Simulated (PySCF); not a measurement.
Compound: C8H12SSi.
SMILES with atom numbers: `[cH:1]1[cH:2][s:3][c:4]([SiH:5]2[CH2:6][CH2:7][CH2:8][CH2:9]2)[cH:10]1` (hydrogens: H11 on C1; H12 on C2; H13 on Si5; H14, H15 on C6; H16, H17 on C7; H18, H19 on C8; H20, H21 on C9; H22 on C10)

Structure used (PBE0-D3(BJ)/def2-SVP), in Å, numbered top down from 1:
```
atom  x, y, z in Å
C1     3.0598   -1.1194    0.5918
C2     2.6698   -0.1105    1.4345
S3     1.0617    0.3872    1.1088
C4     0.8730   -0.7542   -0.1765
Si5   -0.7285   -0.9041   -1.1264
C6    -1.3896    0.7678   -1.7403
C7    -2.8560    0.7762   -1.2805
C8    -2.9494    0.0646    0.0730
C9    -2.2338   -1.2906   -0.0358
C10    2.0345   -1.4844   -0.3237
H11    4.0468   -1.5828    0.6262
H12    3.2471    0.3648    2.2270
H13   -0.4841   -1.9170   -2.1997
H14   -0.8214    1.5684   -1.2356
H15   -1.2737    0.9313   -2.8221
H16   -3.2664    1.7980   -1.2269
H17   -3.4760    0.2300   -2.0138
H18   -2.4460    0.6841    0.8376
H19   -3.9961   -0.0431    0.4018
H20   -1.9753   -1.7221    0.9426
H21   -2.8750   -2.0240   -0.5549
H22    2.1455   -2.2667   -1.0774
```

The closed-shell ground state was solved at several levels (PySCF, density fitting, gas phase, non-relativistic).

```json
{"level": "wB97X-D/def2-SVPD", "basis functions": "307", "HOMO (eV)": "-8.56", "LUMO (eV)": "0.95", "gap (eV)": "9.51", "dipole (D)": "0.18"}
{"level": "PBE0/pcSseg-1", "basis functions": "244", "HOMO (eV)": "-6.81", "LUMO (eV)": "-0.74", "gap (eV)": "6.07", "dipole (D)": "0.21"}
```

(1) Estimate the row for KT2/pcSseg-1, a basis of 244 functions; the other rows only guide the guess.

(2) Over all these levels, which gives the widest orbital gap and which the narrowest?

(3) How far do the dipole and the HOMO energy spread over the levels?

Answers

(1) HOMO -5.77 eV, LUMO -1.54 eV, gap 4.23 eV, dipole 0.14 D.

(2) wB97X-D/def2-SVPD (range-separated hybrid) has the widest, 9.51 eV, and KT2/pcSseg-1 (GGA) the narrowest, 4.23 eV. Functional and basis both differ between the two, so the spread mixes both effects.

(3) The dipole runs from 0.14 to 0.21 D (mean 0.18 D) and the HOMO from -8.56 to -5.77 eV.

One conformer stands for the species.
